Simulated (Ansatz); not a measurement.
Relaxation of CH7AlClNO2 (13 atoms, charge 0, multiplicity 1), to a largest force component of 0.03 eV/Å in at most 50 steps.

Level of theory: Ansatz 0.2.0, RKS PBE0/6-31G*.

```xyz
13
Properties=species:S:1:pos:R:3:forces:R:3
Al 0.077 1.493 -1.353 0.79 -0.41 0.90
N 0.026 -0.438 1.199 0.04 0.32 -0.49
C -0.257 -1.865 1.093 0.02 0.10 -0.08
O -0.404 0.400 -2.559 0.02 0.01 -0.03
O -0.899 2.827 -0.970 -0.03 0.03 -0.03
H 1.025 -0.253 1.126 -0.13 -0.11 0.15
Cl 2.129 1.448 -0.558 -0.73 0.10 -0.47
H -0.285 -0.072 2.094 0.01 0.01 -0.02
H 0.235 -2.487 1.855 0.02 -0.02 0.02
H 0.060 -2.214 0.106 0.00 -0.03 0.04
H -1.336 -2.029 1.165 -0.02 0.02 0.00
H 0.186 -0.310 -2.826 0.00 0.01 0.01
H -0.557 3.499 -0.373 0.00 -0.02 0.00
```

Question: Where does it end, and by what steps?

Answer: It converged. After 18 steps the energy has fallen by 1.392 eV; O5 moved furthest, 1.19 Å. Joined: Al1–N2.

```json
{"step": "0", "energy less start (eV)": "0.0000", "largest force component (eV/Å)": "0.905", "accepted": "yes"}
{"step": "1", "energy less start (eV)": "-0.1706", "largest force component (eV/Å)": "0.432", "accepted": "yes"}
{"step": "2", "energy less start (eV)": "-0.4495", "largest force component (eV/Å)": "0.478", "accepted": "yes"}
{"step": "3", "energy less start (eV)": "-0.7917", "largest force component (eV/Å)": "0.624", "accepted": "yes"}
{"step": "4", "energy less start (eV)": "-1.0105", "largest force component (eV/Å)": "0.758", "accepted": "yes"}
{"step": "5", "energy less start (eV)": "-1.1720", "largest force component (eV/Å)": "0.770", "accepted": "yes"}
{"step": "6", "energy less start (eV)": "-1.2580", "largest force component (eV/Å)": "0.848", "accepted": "yes"}
{"step": "7", "energy less start (eV)": "-1.3184", "largest force component (eV/Å)": "0.540", "accepted": "yes"}
{"step": "8", "energy less start (eV)": "-1.3149", "largest force component (eV/Å)": "0.736", "accepted": "no"}
{"step": "9", "energy less start (eV)": "-1.3554", "largest force component (eV/Å)": "0.243", "accepted": "yes"}
{"step": "10", "energy less start (eV)": "-1.3709", "largest force component (eV/Å)": "0.163", "accepted": "yes"}
{"step": "11", "energy less start (eV)": "-1.3788", "largest force component (eV/Å)": "0.523", "accepted": "yes"}
{"step": "12", "energy less start (eV)": "-1.3890", "largest force component (eV/Å)": "0.150", "accepted": "yes"}
{"step": "13", "energy less start (eV)": "-1.3908", "largest force component (eV/Å)": "0.151", "accepted": "yes"}
{"step": "14", "energy less start (eV)": "-1.3912", "largest force component (eV/Å)": "0.101", "accepted": "yes"}
{"step": "15", "energy less start (eV)": "-1.3921", "largest force component (eV/Å)": "0.107", "accepted": "yes"}
{"step": "16", "energy less start (eV)": "-1.3921", "largest force component (eV/Å)": "0.107", "accepted": "yes"}
{"step": "17", "energy less start (eV)": "-1.3921", "largest force component (eV/Å)": "0.111", "accepted": "no"}
{"step": "18", "energy less start (eV)": "-1.3924", "largest force component (eV/Å)": "0.011", "accepted": "yes"}
```

```xyz
13
Properties=species:S:1:pos:R:3
Al 0.237 0.957 -0.712
N 0.258 -0.186 0.940
C -0.310 -1.541 0.796
O -0.424 -0.045 -1.953
O -0.741 2.178 0.021
H 1.213 -0.230 1.294
Cl 2.333 1.390 -0.983
H -0.280 0.364 1.610
H -0.326 -2.074 1.751
H 0.285 -2.097 0.071
H -1.323 -1.456 0.400
H 0.117 -0.191 -2.735
H -1.038 2.930 -0.500
```

Whether the end is a true minimum wasn't checked by a vibrational analysis.

Time of the run: 65 s on 2 threads of Intel(R) Xeon(R) Platinum 8488C (Sapphire Rapids) (shared host), peak memory 0.3 GiB.
